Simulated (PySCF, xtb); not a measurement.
Be₂O, SMILES [Be][O][Be] (connectivity only; charge and spin as stated), neutral, multiplicity 1.

GFN2-xTB in xtb at its own geometry gives an orbital gap of 0.40 eV and a dipole moment of 0.00 D.

The structure is a stationary point at B3LYP-D3(BJ)/def2-TZVPD. A frequency run showed that this geometry is not a minimum.

What does r2SCAN/def2-TZVPD (PySCF) give? (Estimate from the structure and the level; the computed values follow.)

gap 0.38 eV (levels -4.58 and -4.20 eV), dipole 0.00 D.
